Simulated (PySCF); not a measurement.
C₄H₆B₂O.
Atom-mapped SMILES: `[BH2:1][O:2][BH:3][C:4]#[C:5][CH:6]=[CH2:7]` (hydrogens: H8, H9 on B1; H10 on B3; H11 on C6; H12, H13 on C7)

Method: PySCF, PBE0-D3(BJ)/def2-SVP geometry optimisation, gas phase; density fitting, grid level 1; the optimiser is geomeTRIC in internal coordinates, started from a GFN2-xTB structure with every atom displaced at random (about 0.01 Å).

Step 0: E = -7629.9743 eV
```
atom  x, y, z in Å  |  force x, y, z in eV/Å
B1      3.1239    1.4841    0.3713    0.563   1.979  -0.030
O2      2.2398    0.6214    0.7548   -0.097  -0.302   0.061
B3      1.3639   -0.2741    1.1357    0.173  -0.865   1.115
C4      0.1475   -0.5487    0.3470   -3.241  -0.706  -1.925
C5     -0.9097   -0.8015   -0.2653    2.489   0.611   1.452
C6     -2.0883   -1.1003   -0.9663    1.012  -0.750   0.067
C7     -3.1441   -0.3195   -1.0035   -1.286   1.034  -0.017
H8      4.0029    1.1929   -0.3534    0.642  -0.403  -0.506
H9      2.9998    2.6320    0.7583    0.056  -0.073   0.000
H10     1.5842   -0.8904    2.1449    0.049  -0.085   0.210
H11    -2.0776   -2.0587   -1.4766   -0.117  -0.341  -0.263
H12    -4.0312   -0.5928   -1.5472   -0.473  -0.322  -0.366
H13    -3.2062    0.6380   -0.4956    0.229   0.221   0.201
```

Step 1: E = -7630.1146 eV
```
atom  x, y, z in Å  |  force x, y, z in eV/Å
B1      3.0658    1.5146    0.3261    0.014  -0.041  -0.092
O2      2.2231    0.5943    0.7918   -0.011  -0.055   0.064
B3      1.3865   -0.3515    1.2441   -0.114  -0.067  -0.101
C4      0.1070   -0.6568    0.4609    0.530   0.508  -0.150
C5     -0.8564   -0.7398   -0.2875   -0.412  -0.481   0.328
C6     -2.0460   -1.0479   -0.9982   -0.007   0.113  -0.138
C7     -3.1464   -0.2819   -1.0270   -0.003  -0.062  -0.043
H8      3.9313    1.1751   -0.4506   -0.010  -0.020   0.031
H9      2.9354    2.6595    0.6852   -0.021   0.068   0.049
H10     1.6768   -0.9372    2.2568    0.023  -0.031   0.070
H11    -2.0385   -2.0090   -1.5267   -0.006   0.008  -0.027
H12    -4.0363   -0.6114   -1.5662   -0.015  -0.008  -0.023
H13    -3.1974    0.6743   -0.5047    0.032   0.069   0.031
```

**Question.** Estimate the geometry and energy of step 2. (The exact step hangs on the optimiser's Hessian estimate; all steps are aligned on step 1, rigid shifts and turns removed.)

**Answer.** E = -7630.1407 eV, largest force 0.557 eV/Å
```
atom  x, y, z in Å  |  force x, y, z in eV/Å
B1      3.0816    1.5244    0.3319    0.032   0.001   0.002
O2      2.2349    0.6011    0.7840   -0.035  -0.018  -0.011
B3      1.3919   -0.3443    1.2218   -0.061  -0.083   0.096
C4      0.1096   -0.6466    0.4487    0.103   0.378  -0.396
C5     -0.8775   -0.7642   -0.2690   -0.085  -0.364   0.402
C6     -2.0655   -1.0667   -0.9880    0.054   0.082  -0.072
C7     -3.1563   -0.2879   -1.0291   -0.009   0.041  -0.018
H8      3.9571    1.1828   -0.4311   -0.005   0.005  -0.005
H9      2.9523    2.6682    0.7069   -0.017  -0.008  -0.005
H10     1.6780   -0.9306    2.2392    0.005  -0.024   0.002
H11    -2.0627   -2.0262   -1.5200    0.002   0.001   0.003
H12    -4.0461   -0.6019   -1.5790    0.013  -0.008  -0.007
H13    -3.1922    0.6741   -0.5120    0.004  -0.005   0.009
```

The energy changes by -0.0261 eV. The first-order estimate −F·Δx gives -0.0317 eV and the mean of the old and new forces, exact on a quadratic surface, -0.0257 eV. The step makes an angle of 70° with the force vector and moves no atom by more than 0.037 Å.

What follows is the cost of the whole optimisation. Hardware: one thread of an Arm Neoverse V2, shared host with 32 logical CPUs at a one-minute load of 17. Cost: 53 s wall, 0.51 GiB resident at most.
